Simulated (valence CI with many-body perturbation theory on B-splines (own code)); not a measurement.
## Sc¹⁶⁺: electric-dipole lines

Method: relativistic CI+MBPT: three valence electrons over a frozen Dirac-Fock core [He], a basis of 11 s, 11 p, 10 d, 8 f, 5 g, 2 h functions for each j, with the one-electron correlation potential Σ1, the two-electron term Σ2, the three-electron term Σ3, Breit, model QED; selected CI, second order for the rest, scaled by the run's own slope (own B-spline code, finite nucleus).

No measured levels were compared; by estimate levels of excited configurations hold to 0.05 to 0.15 % of their energy, terms of the ground configuration to about 0.5 %.

Lines 201 to 250 of 574 in falling wavelength, among levels below 914.23 eV, chosen from the strongest by gf and those to the six lowest levels. Wavelengths and rates use the calculated energies, so an error of 500 cm⁻¹ moves a line at 62.62 Å by 0.031 % and its rate by three times that or more. Electric multipoles are in the length gauge, E1 and E2 with the static RPA response of the core. Weak lines are less certain than strong ones. Lines between different terms over intervals too small for the method are left out, as are lines whose strength nearly cancels. Where a level lies close to another of its J and parity, the split of strength between their lines is uncertain. The highest levels of a list are the least certain.

Names give the largest LS component (configuration and term), which can be under half, so a name can repeat, a term be missing and a line seem to break the LS rules; names also repeat where a configuration has a term twice. Letters in brackets count levels of one name in rising energy.

| λ vac (Å) | Upper | Lower | A (s⁻¹) | S (a.u.) with core polarisation | S without |
| --- | --- | --- | --- | --- | --- |
| 62.62 | 2s 2p 4f 4G_5/2 [a] | 2s 2p 3d 4D°_3/2 | 9.36e+10 | 6.80e-02 | 6.80e-02 |
| 62.50 | 2s 2p 4f 4G_5/2 [b] | 2s 2p 3d 2D°_3/2 [a] | 5.18e+11 | 3.75e-01 | 3.75e-01 |
| 62.48 | 2s 2p 4s 2P°_1/2 [b] | 2s 2p 3p 2P_3/2 [b] | 1.11e+11 | 2.68e-02 | 2.68e-02 |
| 62.48 | 2s 2p 4f 4G_5/2 [a] | 2s 2p 3d 4P°_5/2 [a] | 3.72e+10 | 2.69e-02 | 2.69e-02 |
| 62.44 | 2s 2p 4f 4F_7/2 [a] | 2s 2p 3d 4P°_5/2 [a] | 5.81e+11 | 5.58e-01 | 5.58e-01 |
| 62.29 | 2s 2p 4s 2P°_3/2 [b] | 2s 2p 3p 2D_5/2 [b] | 1.16e+11 | 5.53e-02 | 5.53e-02 |
| 62.24 | 2s 2p 4f 4F_5/2 [b] | 2s 2p 3d 4P°_3/2 | 4.02e+11 | 2.87e-01 | 2.87e-01 |
| 62.23 | 2s2 4s 2S_1/2 | 2s2 3p 2P°_3/2 | 1.61e+11 | 3.84e-02 | 3.84e-02 |
| 62.21 | 2s 2p 4f 4D_3/2 | 2s 2p 3d 4P°_1/2 | 3.48e+11 | 1.66e-01 | 1.66e-01 |
| 62.21 | 2s 2p 4f 4F_7/2 [b] | 2s 2p 3d 4P°_5/2 [b] | 3.09e+11 | 2.94e-01 | 2.94e-01 |
| 62.19 | 2s 2p 4f 4F_3/2 | 2s 2p 3d 4D°_1/2 | 7.31e+11 | 3.47e-01 | 3.47e-01 |
| 62.15 | 2s 2p 4f 4F_3/2 | 2s 2p 3d 4D°_3/2 | 1.86e+11 | 8.81e-02 | 8.81e-02 |
| 62.14 | 2s 2p 4f 4D_1/2 | 2s 2p 3d 4P°_1/2 | 9.32e+11 | 2.21e-01 | 2.21e-01 |
| 62.13 | 2s 2p 4f 4F_5/2 [b] | 2s 2p 3d 4P°_5/2 [b] | 2.41e+11 | 1.71e-01 | 1.72e-01 |
| 62.12 | 2s 2p 4f 4D_3/2 | 2s 2p 3d 4P°_3/2 | 5.99e+11 | 2.84e-01 | 2.84e-01 |
| 62.11 | 2s 2p 4f 4F_3/2 | 2s 2p 3s 2P°_3/2 [b] | 7.43e+10 | 3.51e-02 | 3.51e-02 |
| 62.11 | 2s 2p 4f 2F_7/2 | 2s 2p 3d 4P°_5/2 [b] | 3.98e+11 | 3.76e-01 | 3.76e-01 |
| 62.11 | 2s 2p 4f 4F_5/2 [a] | 2s 2p 3d 4D°_3/2 | 4.81e+11 | 3.41e-01 | 3.41e-01 |
| 62.08 | 2s 2p 4f 4F_3/2 | 2s 2p 3s 2P°_1/2 [b] | 7.44e+10 | 3.51e-02 | 3.51e-02 |
| 62.07 | 2s 2p 4f 2D_5/2 | 2s 2p 3d 4P°_3/2 | 1.68e+11 | 1.19e-01 | 1.19e-01 |
| 62.07 | 2s 2p 4f 4F_5/2 [a] | 2s 2p 3s 2P°_3/2 [b] | 3.47e+11 | 2.46e-01 | 2.46e-01 |
| 62.04 | 2s 2p 4f 4D_1/2 | 2s 2p 3d 4P°_3/2 | 2.57e+11 | 6.05e-02 | 6.05e-02 |
| 62.04 | 2s2 4f 2F°_5/2 | 2s2 3d 2D_5/2 | 8.11e+10 | 5.74e-02 | 5.74e-02 |
| 62.04 | 2s 2p 4s 4P°_3/2 | 2s 2p 3p 4D_5/2 | 9.83e+10 | 4.64e-02 | 4.63e-02 |
| 62.04 | 2s 2p 4s 2P°_3/2 [b] | 2s 2p 3p 2D_3/2 [b] | 5.71e+10 | 2.69e-02 | 2.69e-02 |
| 62.02 | 2s2 4f 2F°_7/2 | 2s2 3d 2D_5/2 | 1.22e+12 | 1.15e+00 | 1.15e+00 |
| 62.02 | 2s 2p 4f 4D_3/2 | 2s 2p 3d 4P°_5/2 [b] | 9.38e+10 | 4.42e-02 | 4.42e-02 |
| 61.98 | 2s 2p 4f 4F_5/2 [a] | 2s 2p 3d 4P°_5/2 [a] | 1.06e+11 | 7.50e-02 | 7.50e-02 |
| 61.97 | 2s 2p 4f 4G_7/2 | 2s 2p 3d 4P°_5/2 [a] | 2.27e+11 | 2.13e-01 | 2.13e-01 |
| 61.97 | 2s 2p 4f 2D_5/2 | 2s 2p 3d 4P°_5/2 [b] | 2.23e+11 | 1.57e-01 | 1.57e-01 |
| 61.94 | 2s 2p 4f 4G_5/2 [b] | 2s 2p 3d 4D°_3/2 | 4.98e+10 | 3.51e-02 | 3.51e-02 |
| 61.91 | 2s 2p 4f 2D_3/2 | 2s 2p 3d 4P°_3/2 | 6.78e+10 | 3.18e-02 | 3.18e-02 |
| 61.90 | 2s2 4f 2F°_5/2 | 2s2 3d 2D_3/2 | 1.14e+12 | 7.99e-01 | 8.00e-01 |
| 61.83 | 2s 2p 4s 4P°_5/2 | 2s 2p 3p 4D_7/2 | 1.03e+11 | 7.23e-02 | 7.23e-02 |
| 61.81 | 2s 2p 4f 4F_9/2 [b] | 2s 2p 3d 4D°_7/2 | 7.92e+11 | 9.23e-01 | 9.24e-01 |
| 61.80 | 2s 2p 4f 4F_7/2 [b] | 2s 2p 3d 4D°_7/2 | 2.69e+11 | 2.51e-01 | 2.51e-01 |
| 61.79 | 2s 2p 4f 2G_7/2 | 2s 2p 3d 4P°_5/2 [a] | 3.01e+11 | 2.80e-01 | 2.80e-01 |
| 61.72 | 2s 2p 4f 4F_5/2 [b] | 2s 2p 3d 4D°_7/2 | 4.62e+10 | 3.22e-02 | 3.22e-02 |
| 61.70 | 2s 2p 4f 2F_7/2 | 2s 2p 3d 4D°_7/2 | 9.68e+10 | 8.97e-02 | 8.98e-02 |
| 61.65 | 2s 2p 4f 4F_7/2 [b] | 2s 2p 3d 2D°_5/2 [a] | 3.61e+11 | 3.34e-01 | 3.34e-01 |
| 61.57 | 2s 2p 4f 4F_5/2 [b] | 2s 2p 3d 2D°_5/2 [a] | 2.28e+11 | 1.58e-01 | 1.58e-01 |
| 61.55 | 2s 2p 4f 2F_7/2 | 2s 2p 3d 2D°_5/2 [a] | 1.52e+11 | 1.40e-01 | 1.40e-01 |
| 61.33 | 2s 2p 4f 4F_5/2 [b] | 2s 2p 3d 2D°_3/2 [a] | 8.90e+10 | 6.08e-02 | 6.08e-02 |
| 61.24 | 2s 2p 4f 4F_9/2 [a] | 2s 2p 3d 4F°_7/2 | 9.19e+11 | 1.04e+00 | 1.04e+00 |
| 61.22 | 2s 2p 4f 4G_7/2 | 2s 2p 3d 4F°_7/2 | 6.12e+10 | 5.55e-02 | 5.55e-02 |
| 61.20 | 2s 2p 4f 4F_7/2 [a] | 2s 2p 3d 4F°_5/2 | 4.82e+11 | 4.36e-01 | 4.36e-01 |
| 61.16 | 2s 2p 4f 2D_5/2 | 2s 2p 3d 2D°_3/2 [a] | 1.18e+11 | 7.97e-02 | 7.98e-02 |
| 61.05 | 2s 2p 4f 2G_7/2 | 2s 2p 3d 4F°_7/2 | 7.91e+10 | 7.11e-02 | 7.11e-02 |
| 61.01 | 2s 2p 4f 2D_3/2 | 2s 2p 3d 2D°_3/2 [a] | 9.26e+10 | 4.15e-02 | 4.15e-02 |
| 60.93 | 2s 2p 4f 4G_5/2 [a] | 2s 2p 3d 4F°_3/2 | 8.49e+11 | 5.69e-01 | 5.69e-01 |
